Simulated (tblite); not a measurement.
Compound: 3-methoxypyridine, C6H7NO.
Numbering: `[CH3:1][O:2][c:3]1[cH:4][cH:5][cH:6][n:7][cH:8]1` (hydrogens: H9, H10, H11 on C1; H12 on C4; H13 on C5; H14 on C6; H15 on C8)

Computed with GFN2-xTB (tblite), gas phase: Langevin dynamics at 600 K from the optimised GFN2-xTB geometry, time step 0.5 fs, friction 0.01 fs⁻¹, 2000 steps. The instantaneous temperature is 2·E(kin)/(3Nk) with all 3N coordinates.

| t (fs) | T (K) | E(pot) above start (eV) | C1–O2 (Å) | O2–C3 (Å) | C3–C4 (Å) | C4–C5 (Å) | C5–C6 (Å) | C1–H9 (Å) | C1–O2–C3–C4 (°) |
| --- | --- | --- | --- | --- | --- | --- | --- | --- | --- |
| 0 | 478 | 0.000 | 1.408 | 1.358 | 1.397 | 1.380 | 1.389 | 1.094 | 180 |
| 25 | 327 | 0.677 | 1.425 | 1.396 | 1.337 | 1.375 | 1.394 | 1.046 | -172 |
| 50 | 571 | 0.614 | 1.433 | 1.402 | 1.375 | 1.393 | 1.379 | 1.029 | -175 |
| 75 | 503 | 0.848 | 1.361 | 1.407 | 1.404 | 1.414 | 1.375 | 1.119 | -163 |
| 100 | 380 | 1.195 | 1.342 | 1.417 | 1.374 | 1.400 | 1.358 | 1.189 | -171 |
| 125 | 428 | 1.026 | 1.439 | 1.367 | 1.393 | 1.366 | 1.369 | 1.181 | -164 |
| 150 | 505 | 0.754 | 1.472 | 1.372 | 1.416 | 1.349 | 1.370 | 1.078 | -171 |
| 175 | 456 | 1.140 | 1.387 | 1.373 | 1.408 | 1.363 | 1.427 | 1.037 | -161 |
| 200 | 526 | 1.175 | 1.353 | 1.374 | 1.378 | 1.385 | 1.481 | 1.087 | -167 |
| 225 | 561 | 1.234 | 1.453 | 1.393 | 1.386 | 1.412 | 1.509 | 1.090 | -169 |
| 250 | 663 | 0.874 | 1.499 | 1.374 | 1.409 | 1.397 | 1.447 | 1.090 | -178 |
| 275 | 607 | 1.172 | 1.536 | 1.393 | 1.448 | 1.381 | 1.365 | 1.045 | -178 |
| 300 | 590 | 1.318 | 1.330 | 1.373 | 1.438 | 1.391 | 1.351 | 1.086 | 164 |
| 325 | 654 | 1.016 | 1.376 | 1.351 | 1.376 | 1.358 | 1.343 | 1.158 | 172 |
| 350 | 566 | 1.571 | 1.548 | 1.309 | 1.366 | 1.375 | 1.425 | 1.175 | -174 |
| 375 | 589 | 1.434 | 1.464 | 1.292 | 1.371 | 1.415 | 1.407 | 1.098 | -158 |
| 400 | 841 | 1.273 | 1.379 | 1.347 | 1.369 | 1.462 | 1.340 | 1.060 | -166 |
| 425 | 916 | 1.067 | 1.348 | 1.275 | 1.425 | 1.403 | 1.344 | 1.049 | -170 |
| 450 | 676 | 1.260 | 1.413 | 1.359 | 1.502 | 1.368 | 1.386 | 1.048 | 174 |
| 475 | 635 | 1.200 | 1.479 | 1.376 | 1.474 | 1.415 | 1.377 | 1.076 | 173 |
| 500 | 588 | 1.293 | 1.410 | 1.336 | 1.386 | 1.407 | 1.364 | 1.150 | 155 |
| 525 | 786 | 1.252 | 1.388 | 1.419 | 1.404 | 1.372 | 1.399 | 1.142 | 161 |
| 550 | 696 | 1.181 | 1.375 | 1.438 | 1.376 | 1.382 | 1.426 | 1.055 | 158 |
| 575 | 808 | 0.870 | 1.421 | 1.436 | 1.436 | 1.328 | 1.410 | 1.103 | 172 |
| 600 | 762 | 1.175 | 1.449 | 1.404 | 1.431 | 1.321 | 1.383 | 1.152 | 174 |
| 625 | 592 | 1.557 | 1.449 | 1.386 | 1.416 | 1.319 | 1.404 | 1.076 | 167 |
| 650 | 669 | 1.278 | 1.404 | 1.453 | 1.443 | 1.334 | 1.519 | 1.093 | -179 |
| 675 | 664 | 1.182 | 1.369 | 1.344 | 1.390 | 1.330 | 1.458 | 1.128 | 172 |
| 700 | 614 | 1.026 | 1.448 | 1.373 | 1.386 | 1.328 | 1.458 | 1.132 | -172 |
| 725 | 503 | 1.086 | 1.398 | 1.426 | 1.405 | 1.318 | 1.466 | 1.064 | -158 |
| 750 | 621 | 0.697 | 1.395 | 1.335 | 1.396 | 1.329 | 1.378 | 1.022 | -158 |
| 775 | 634 | 0.803 | 1.417 | 1.403 | 1.479 | 1.367 | 1.378 | 1.127 | -147 |
| 800 | 603 | 0.913 | 1.401 | 1.366 | 1.492 | 1.333 | 1.376 | 1.146 | -153 |
| 825 | 594 | 1.116 | 1.418 | 1.344 | 1.356 | 1.384 | 1.347 | 1.058 | -160 |
| 850 | 391 | 1.406 | 1.522 | 1.412 | 1.384 | 1.408 | 1.356 | 1.073 | -151 |
| 875 | 740 | 1.014 | 1.399 | 1.352 | 1.353 | 1.392 | 1.374 | 1.073 | -156 |
| 900 | 568 | 0.941 | 1.378 | 1.342 | 1.415 | 1.356 | 1.384 | 1.046 | -172 |
| 925 | 789 | 0.652 | 1.377 | 1.356 | 1.442 | 1.369 | 1.392 | 1.154 | -174 |
| 950 | 596 | 1.025 | 1.399 | 1.350 | 1.437 | 1.356 | 1.426 | 1.172 | -174 |
| 975 | 515 | 0.885 | 1.395 | 1.312 | 1.428 | 1.399 | 1.393 | 1.136 | -163 |
| 1000 | 522 | 1.139 | 1.451 | 1.406 | 1.429 | 1.461 | 1.373 | 1.080 | -163 |

Task: From 500 fs on, how do temperature and potential energy compare with equipartition?

Result: The mean temperature of these 21 frames is 631 K against the target 600 K, and the mean potential energy 1.07 eV against 39 × kT/2 = 1.01 eV for 39 classical harmonic modes. For 15 atoms in a canonical ensemble the temperature itself scatters by T·√(2/(3N)) = 126 K; here its standard deviation is 104 K. The whole run lasts only 10 friction times of 100 fs, so these averages carry a wide statistical error.

Task: What are the kinetic and total energies of the listed frame with the highest potential energy?

Result: The one at 350 fs, 1.571 eV above the start. Its kinetic energy is 3NkT/2 = 1.097 eV at 566 K, so the sum is 2.67 eV; over the listed frames the sum runs from 0.93 to 2.90 eV, since the thermostat adds and removes energy.

Task: How much do the listed bonds fluctuate from 500 fs on?

Result: 
```csv
bond,at the start (Å),mean (Å),standard deviation (Å)
C1–O2,1.408,1.412,0.035
O2–C3,1.358,1.381,0.040
C3–C4,1.397,1.413,0.035
C4–C5,1.380,1.362,0.037
C5–C6,1.389,1.403,0.041
C1–H9,1.094,1.104,0.042
```

The motion is classical and holds no zero-point motion.

The cost below is that of the whole dynamics run. Hardware: an Intel Xeon Platinum 8488C with one thread, shared host. Cost: 10 s of wall time, 0.18 GiB resident at most.
